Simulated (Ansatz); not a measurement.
Computed with Ansatz on PBE0-D4/def2-TZVP structures; ΔE is electronic, products minus reactants. CCSD(T)/CBS is the MP2 limit (def2-TZVPP, def2-QZVPP) plus CCSD(T) − MP2 in def2-TZVPP, frozen cores. This one scheme is used for every species. Functionals use def2-TZVPP. B3LYP here is the variant with VWN-RPA as its local correlation; programs differ in this. One conformer a species, not always the lowest.

`CN[SiH](C)O` + `N[SiH](O)F` → `C[Si@H](O)N[Si@@H](O)F` + CH₃NH₂  (ligand exchange at the Si–N bond)

| level | ΔE (kJ/mol) | difference from CCSD(T)/CBS |
| --- | --- | --- |
| PBE-D4 | -12.3 | 1.1 |
| r2SCAN-D4 | -13.7 | -0.3 |
| B3LYP-D4 | -13.1 | 0.3 |
| ωB97X-V | -13.6 | -0.2 |
| ωB97M-V | -14.0 | -0.6 |
| B2PLYP | -11.2 | 2.2 |
| r2SCAN | -13.0 | 0.4 |
| PBE0 | -11.0 | 2.4 |
| HF/def2-TZVPP | -11.7 | 1.7 |
| SCS-MP2/def2-TZVPP | -13.3 | 0.1 |
| CCSD(T)/def2-TZVPP | -14.9 | -1.5 |
| HF/def2-QZVPP | -11.6 | 1.8 |
| MP2/def2-QZVPP | -12.6 | 0.8 |
| SCS-MP2/def2-QZVPP | -12.4 | 1.0 |
| HF/CBS(def2) | -11.5 | 1.9 |
| CCSD/CBS(def2) | -12.6 | 0.8 |
| CCSD(T)/CBS | -13.4 | 0 |

Largest T1 diagnostic among the species: 0.011.

The D4 term adds −4.0 kJ/mol with B3LYP and −2.3 kJ/mol with PBE0; it sums over pairs of atoms, weighted by their polarisabilities, and B3LYP, whose exchange is more repulsive, gets the larger term.
